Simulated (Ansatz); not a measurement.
Consider the formal exchange of groups at a Ge–C bond: `C#[C][Ge]([F])([F])[F]` + `C#N` → `N#[C][Ge]([F])([F])[F]` + acetylene.

Gas-phase electronic energies from Ansatz, PBE0-D4/def2-TZVP geometries. CBS: MP2 limit from def2 TZ/QZ plus the TZ coupled-cluster correction, frozen cores. This one scheme is used for every species. For Ge outer-core shells are correlated without core-valence functions, which leaves a few kJ/mol of doubt a bond. Scalar relativity is left out up to krypton.

| species | CCSD(T)/def2-SVP energy (Eh) |
| --- | --- |
| `C#[C][Ge]([F])([F])[F]` | -2450.54390 |
| `C#N` | -93.10523 |
| `N#[C][Ge]([F])([F])[F]` | -2466.59449 |
| `C#C` | -77.04555 |

Question: Work out ΔE.

Answer: ΔE = (-2466.59449) + (-77.04555) − (-2450.54390) − (-93.10523) = 0.00909 Eh = +5.7 kcal/mol. CCSD(T)/CBS gives +6.2 kcal/mol.

Largest T1 diagnostic among the species: 0.014.

From BLYP to BHLYP (50 % exact exchange), in def2-TZVPP and without D4, ΔE moves by +0.8 kcal/mol. Leaving LDA and LC-ωPBE aside and taking each functional with its dispersion term where it has one, the values, not all of them listed here, spread over 0.8 kcal/mol, from revPBE-D4 to BHLYP-D4.
